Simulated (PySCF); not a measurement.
# Correlation energy of O³⁺ (oxygen, charge +3)

[He] 2s2 2p1, 2P determinant. All numbers are calculated (PySCF 2.14, the non-relativistic Hamiltonian (point nucleus), in dyall-acv3z). Frozen: 1s2; 3 electrons correlated; the 19 highest virtual orbitals of each spin left out.

| level | correlation energy (mhartree) |
| --- | --- |
| CCSD | -94.27 |
| (T) | -1.00 |
| CCSD(T) | -95.27 |

Diagnostics: T1 = 0.0057, D1 = 0.0107, largest double amplitude 0.135.

Cost of the coupled-cluster step: about 4 core-seconds, for 3 correlated electrons.

Iterations:

```
CC2 = 0
CCSD nocc = (np.int64(2), np.int64(1)), nmo = (56, 56)
frozen orbitals [[0, 57, 58, 59, 60, 61, 62, 63, 64, 65, 66, 67, 68, 69, 70, 71, 72, 73, 74, 75], [0, 57, 58, 59, 60, 61, 62, 63, 64, 65, 66, 67, 68, 69, 70, 71, 72, 73, 74, 75]]
max_cycle = 100
direct = 0
conv_tol = 1e-08
conv_tol_normt = 1e-06
diis_space = 8
diis_start_cycle = 0
Init t2, MP2 energy = -0.0649941296537747
Init E_corr(UCCSD) = -0.0649941296538884
cycle = 1  E_corr(UCCSD) = -0.0815201698406638  dE = -0.0165260402  norm(t1,t2) = 0.0486072
cycle = 2  E_corr(UCCSD) = -0.088172823861709  dE = -0.00665265402  norm(t1,t2) = 0.0238113
cycle = 3  E_corr(UCCSD) = -0.0943514881451347  dE = -0.00617866428  norm(t1,t2) = 0.0120423
cycle = 4  E_corr(UCCSD) = -0.0942471728802469  dE = 0.000104315265  norm(t1,t2) = 0.000623459
cycle = 5  E_corr(UCCSD) = -0.0942796568227896  dE = -3.24839425e-05  norm(t1,t2) = 7.35818e-05
cycle = 6  E_corr(UCCSD) = -0.0942692099979544  dE = 1.04468248e-05  norm(t1,t2) = 1.69949e-05
cycle = 7  E_corr(UCCSD) = -0.0942715306267747  dE = -2.32062882e-06  norm(t1,t2) = 4.51343e-06
cycle = 8  E_corr(UCCSD) = -0.0942715291679793  dE = 1.45879539e-09  norm(t1,t2) = 2.19448e-07
UCCSD converged
E(UCCSD) = -71.19355689878455  E_corr = -0.09427152916797929
UCCSD(T) correction = -0.000997904672755517
```
